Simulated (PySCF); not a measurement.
NbI₂, SMILES [I][Nb][I] (connectivity only; charge and spin as stated), neutral, multiplicity 4.

Coordinates come from a PBE0-D3(BJ)/def2-SVP optimisation. The multiplicity is an assumed one; other spin states were not compared. The def2 effective core potentials stand for the cores of I, Nb; spin–orbit coupling is left out.

Level of theory: PBE0-D3(BJ)/def2-SVP run with PySCF.

Frequencies are harmonic and unscaled.

Modes within 1.5 cm⁻¹ of each other (mostly degenerate sets) share a row, with their intensities summed.

| mode | ν (cm⁻¹) | IR (km/mol) | moving atoms (share of kinetic energy) |
|---|---|---|---|
| 1–2 | 12 | 2.7 | Nb 73 %, I 27 % |
| 3 | 156 | 0.0 | I 100 % |
| 4 | 275 | 101.0 | Nb 73 %, I 27 % |
